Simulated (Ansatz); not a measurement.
Z-matrix (Å, degrees):
```
Al
O 1 1.787
C 1 2.395 2 33.7
C 1 1.946 2 118.0 3 112.7
O 1 2.011 2 72.0 3 5.3
H 1 1.596 2 115.9 3 -91.3
H 3 1.096 1 129.0 2 88.4
H 3 1.100 1 120.4 2 -97.1
H 4 1.095 1 111.6 2 -159.0
H 4 1.094 1 112.3 2 -37.7
H 4 1.095 1 111.0 2 82.3
H 5 0.962 1 117.5 2 -116.0
```

The species carries charge 0 and has multiplicity 1. The bonds changed during the relaxation, so this is another structure than the one it started from.

List the ωB97M-V/def2-TZVPP orbital energies in eV (Ansatz). (Best estimate.)

The calculation gave: Occupied: -1531.36, -527.94, -525.38, -284.76, -280.12, -115.94, -75.59, -75.47, -75.40, -33.37, -30.55, -21.69, -21.20, -18.90, -16.82, -15.76, -14.67, -13.82, -13.06, -12.95, -11.99, -11.15, -10.72, -9.48. Lowest empty: 1.43, 2.29, 2.44, 3.22, 3.95, 4.23, 4.83, 5.05.
